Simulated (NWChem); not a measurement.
GeHSF$_{3}$; SMILES [F][Ge]([F])([F])[SH]

```xyz
6

F      0.6534     0.9492    -1.4334
Ge     0.0032     0.2691    -0.0010
F      0.9783     0.9067     1.2561
F     -1.5681     0.9183     0.1859
S     -0.0874    -1.9007    -0.0054
H      1.2627    -1.9929    -0.0229
```
Atoms are numbered in this order, from 1.

Program: NWChem. Pople sets run with spherical d functions. Geometry: optimised at PBE0/def2-SVP. Vzz is the largest principal value of the second derivative of the potential at the nucleus (NWChem prints the opposite sign); η is the asymmetry. Non-relativistic.

| level | Vzz Ge2 (a.u.) | η Ge2 | Vzz S5 (a.u.) | η S5 |
|---|---|---|---|---|
| Hartree-Fock/def2-TZVP | -0.831 | 0.02 | -2.549 | 0.57 |
| Hartree-Fock/def2-SVP | -1.004 | 0.06 | -2.319 | 0.53 |
| CAM-B3LYP/def2-SVP | -0.791 | 0.13 | -2.408 | 0.46 |
| CAM-B3LYP/6-31G* | (withheld) | 0.10 | (withheld) | 0.46 |

### Question
Some entries are withheld; supply them.

### Answer

- CAM-B3LYP/6-31G*, Vzz Ge2 (a.u.): -0.631
- CAM-B3LYP/6-31G*, Vzz S5 (a.u.): -2.457
